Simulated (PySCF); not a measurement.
Antimony: a sound run and one with changed settings

Sound run: Sb [Kr] 4d10 5s2 5p3, Sb⁺ [Kr] 4d10 5s2 5p2. Computed with PySCF 2.14 in cc-pVDZ-PP with ECP28MDF (4s3p2d, 23 functions), with a scalar-relativistic core potential. In the sound run the correlated levels freeze 4s2 4p6 4d10 outside the core potential. The sound run starts from symmetry-adapted Hartree-Fock orbitals and uses a fine grid where one is needed.

Changed run: initial guess 1e, at most 50 SCF cycles, level shift 0.5 hartree.

| species | method | sound run (hartree) | changed run (hartree) | converged |
| --- | --- | --- | --- | --- |
| Sb | UHF | -239.27266 | -239.27266 | yes |
| Sb | LDA | -239.82920 | -239.82920 | yes |
| Sb | M06-L | -240.35916 | -240.35916 | yes |
| Sb | MP2 | -239.31880 | -239.30088 | yes |
| Sb | CCSD(T) | -239.33223 | -239.33223 | yes |
| Sb⁺ | UHF | -238.95660 | -238.95660 | yes |
| Sb⁺ | LDA | -239.49438 | -239.49438 | yes |
| Sb⁺ | M06-L | -240.03813 | -240.03813 | yes |
| Sb⁺ | MP2 | -238.99229 | -238.97838 | yes |
| Sb⁺ | CCSD(T) | -239.00703 | -239.00703 | yes |

Ionisation energy of Sb:

```csv
method,sound run (eV),changed run (eV)
UHF,8.600,8.600
LDA,9.111,9.111
M06-L,8.736,8.736
MP2,8.885,8.776
SCS-MP2,8.786,8.714
CCSD,8.847,8.847
CCSD(T),8.849,8.849
```

A level shift leaves the converged SCF energy unchanged but raises the virtual orbital energies, which shrinks MP2 if it is not removed.

For comparison, NIST gives 8.608 eV between the lowest levels.
